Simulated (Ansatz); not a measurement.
`[OH][Al]([F])[ZnH]` + HCl → `[OH][Al]([F])[Cl]` + `[ZnH2]` at 400 K and 1 bar (cleavage of the Al–Zn bond).

Computed with Ansatz on PBE0-D4/def2-TZVP structures; ΔE is electronic, products minus reactants. CCSD(T)/CBS is the MP2 limit (def2-TZVPP, def2-QZVPP) plus CCSD(T) − MP2 in def2-TZVPP, frozen cores. This one scheme is used for every species. For Zn outer-core shells are correlated without core-valence functions, which leaves a few kJ/mol of doubt a bond. Scalar relativity is left out up to krypton. One conformer a species, not always the lowest.

| species | CCSD(T)/CBS energy (Eh) | H − E (kJ/mol) | S (J/(mol·K)) |
| --- | --- | --- | --- |
| `[OH][Al]([F])[ZnH]` | -2196.69547 | 89.1 | 368.0 |
| HCl | -460.38127 | 29.6 | 195.4 |
| `[OH][Al]([F])[Cl]` | -877.57483 | 71.8 | 334.8 |
| `[ZnH2]` | -1779.54550 | 43.9 | 212.3 |

H − E and S are ideal-gas, rigid-rotor, harmonic terms from PBE0-D4/def2-TZVP, for one conformer and one mirror image of each species. 1 Eh = 2625.50 kJ/mol, R = 8.31446 J/(mol·K).

**Question.** By hand: ΔE, ΔH, ΔS and ΔG.

**Answer.** ΔE = (-877.57483) + (-1779.54550) − (-2196.69547) − (-460.38127) = -0.04359 Eh = -114.4 kJ/mol. Δ(H − E) = 71.8 + 43.9 − 89.1 − 29.6 = -3.0, so ΔH = -117.4 kJ/mol. ΔS = 334.8 + 212.3 − 368.0 − 195.4 = -16.3 J/(mol·K). ΔG = -117.4 − 400 × (-16.3)/1000 = -110.9 kJ/mol.

**Question.** By hand: the equilibrium constant, and the temperature at which ΔG would vanish if ΔH and ΔS stayed fixed.

**Answer.** log₁₀ K = −ΔG/(RT ln 10) = 14.5. ΔG = 0 at ΔH/ΔS = 7202 K, far beyond where these terms or the molecules hold.

ΔH outweighs TΔS. A doubt of 5 kJ/mol in ΔE shifts log₁₀ K by 0.7 here. Other conformers and mirror images would add mixing entropy, several J/(mol·K) or more a flexible species. These are equilibria of isolated gas molecules and say nothing of rates. Largest T1 diagnostic: 0.016 (customary marks: 0.02 for closed shells, 0.045 for open ones).
